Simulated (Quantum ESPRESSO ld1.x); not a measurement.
The numbers below are computed, except where a source is named.
The run below uses ld1.x (Quantum ESPRESSO 7.5).

```
 &input
    zed=20.0,
    iswitch=1,
    rel=0,
    lsd=1,
    dft='PW',
    config='[Ne] 3s2 3p5 4s1 3d1 4p0 5s0',
    verbosity='high',
    prefix='ld1',
    max_out_wfc=37,
    file_charge='ld1.rho',
 /
```

Command: `OMP_NUM_THREADS=1 ld1.x < ld1.in > ld1.out`

It prints (banner and zero overlaps left out):

```
     Program LD1 v.7.5 starts

     --------------------------- All-electron run ----------------------------

     atomic number is 20.00
     dft =PW   lsd =1 sic =0 latt =0  beta=0.20 tr2=1.0E-14
     Exchange-correlation= PW
                           (   1   4   0   0   0   0   0)
     mesh =1827 r(mesh) = 100.71228 a.u. xmin = -7.00 dx = 0.00800
     1 Ry =  13.60569312 eV

     n l     nl                  e(Ry)          e(Ha)          e(eV)
     1 0     1S 1( 1.00)    -288.766271556    -144.383135778  -3928.8652751
     2 0     2S 1( 1.00)     -30.874697929     -15.437348965   -420.0716653
     2 1     2P 1( 3.00)     -25.367048236     -12.683524118   -345.1362737
     3 0     3S 1( 1.00)      -4.135627770      -2.067813885    -56.2680823
     3 1     3P 1( 3.00)      -2.770357009      -1.385178504    -37.6926273
     4 0     4S 1( 1.00)      -0.733872268      -0.366936134     -9.9848409
     3 2     3D 1( 1.00)      -0.791835612      -0.395917806    -10.7734723
     4 1     4P 1( 0.00)      -0.489974461      -0.244987231     -6.6664422
     5 0     5S 1( 0.00)      -0.216120554      -0.108060277     -2.9404699
     1 0     1S 2( 1.00)    -288.739800884    -144.369900442  -3928.5051232
     2 0     2S 2( 1.00)     -30.830868711     -15.415434356   -419.4753384
     2 1     2P 2( 3.00)     -25.321222205     -12.660611102   -344.5127788
     3 0     3S 2( 1.00)      -3.980479639      -1.990239819    -54.1571844
     3 1     3P 2( 2.00)      -2.618835521      -1.309417761    -35.6310724
     4 0     4S 2( 0.00)      -0.632036051      -0.316018025     -8.5992886
     3 2     3D 2( 0.00)      -0.654854309      -0.327427154     -8.9097468
     4 1     4P 2( 0.00)      -0.408565101      -0.204282550     -5.5588114
     5 0     5S 2( 0.00)      -0.196872902      -0.098436451     -2.6785923

     final scf error:  5.3E-15 reached in  36 iterations

     Etot =   -1349.141263 Ry,    -674.570631 Ha,  -18356.002003 eV
     Total magnetization:    3.00 Bohr mag.

     Ekin =    1347.042938 Ry,     673.521469 Ha,   18327.452844 eV
     Encl =   -3185.006287 Ry,   -1592.503143 Ha,  -43334.218134 eV
     Eh   =     556.551175 Ry,     278.275588 Ha,    7572.264500 eV
     Exc  =     -67.729090 Ry,     -33.864545 Ha,    -921.501213 eV
```

Run on one thread of a shared host, so times are rough (Intel(R) Xeon(R) Processor @ 2.60GHz): 0.64 s of CPU time, 0.66 s wall, 36 iterations on 1827 mesh points.
